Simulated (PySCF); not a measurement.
Ge(H)2(Me)(NH2) (CH₇GeN), SMILES [CH3][GeH2][NH2].

Geometry: PBE0-D3(BJ)/def2-SVP. The structure was generated by enumeration, and PubChem lists no compound with its InChIKey, so it may never have been made. The values are those of a single conformer.

Level of theory: PySCF with CAM-B3LYP/def2-TZVPD.

The molecule is in vacuum.

Task: Estimate the frontier levels, gap, dipole moment and polarisability. (The exact figures need the calculation; the answer reports its results.)

Result: 
The highest occupied level comes out as -8.55 eV. The lowest empty level comes out as 0.75 eV. The orbital gap is 9.30 eV, the dipole moment is 1.60 D and the quadrupole, principal values (traceless, Buckingham form, about the centre of nuclear charge) is -5.71, 2.09, 3.62 D·Å. The mean static polarisability is 54.8 bohr³ (8.11 Å³) and the polarisability, principal values comes out as 50.3, 52.8, 61.2 bohr³.
